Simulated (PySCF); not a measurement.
# Excited states of I⁷⁺ (iodine, charge +7)

Ground state [Kr] 4d10, ¹S. Calculation: PySCF 2.14, in aug-cc-pVTZ-PP with one added diffuse shell each of d, f type with ECP28MDF (6s5p5d3f, 67 functions); scalar relativity through the core potential. Vertical excitation energies in eV without spin-orbit coupling; excited terms of each kind are numbered among those the solver found.

```json
{"term": "1 3D", "leading excitation": "4d → s", "TD-LC-wPBE": "44.514"}
{"term": "1 1D", "leading excitation": "4d → s", "TD-LC-wPBE": "45.417"}
{"term": "1 3P°", "leading excitation": "4d → p", "TD-LC-wPBE": "59.489"}
{"term": "1 3F°", "leading excitation": "4d → p", "TD-LC-wPBE": "59.706"}
{"term": "1 1F°", "leading excitation": "4d → p", "TD-LC-wPBE": "60.271"}
{"term": "1 3D°", "leading excitation": "4d → p", "TD-LC-wPBE": "60.271"}
{"term": "1 1D°", "leading excitation": "4d → p", "TD-LC-wPBE": "60.271"}
{"term": "1 1P°", "leading excitation": "4d → p", "TD-LC-wPBE": "61.539"}
{"term": "1 3S", "leading excitation": "4d → d", "TD-LC-wPBE": "80.446"}
{"term": "1 3G", "leading excitation": "4d → d", "TD-LC-wPBE": "81.093"}
{"term": "1 1G", "leading excitation": "4d → d", "TD-LC-wPBE": "81.402"}
```

Problem. What does TDA-LC-wPBE give for these terms?

Solution. 1 3D 44.522; 1 1D 45.420; 1 3P° 59.502; 1 3F° 59.712; 1 1F° 60.271; 1 3D° 60.271; 1 1D° 60.271; 1 1P° 61.580; 1 3S 80.462; 1 3G 81.095; 1 1G 81.402 (eV).

Where a singlet and its triplet coincide, the exchange integral that splits them vanishes by symmetry for a single excitation; correlation beyond this level separates them.

Oscillator strength of the first ¹S → ¹P° line: TDA-LC-wPBE 1.05, TD-LC-wPBE 0.996.

The spin-orbit splitting of the hole, absent here, rivals or exceeds the spacing of these terms, so the LS terms are model states.

The solver can miss terms.
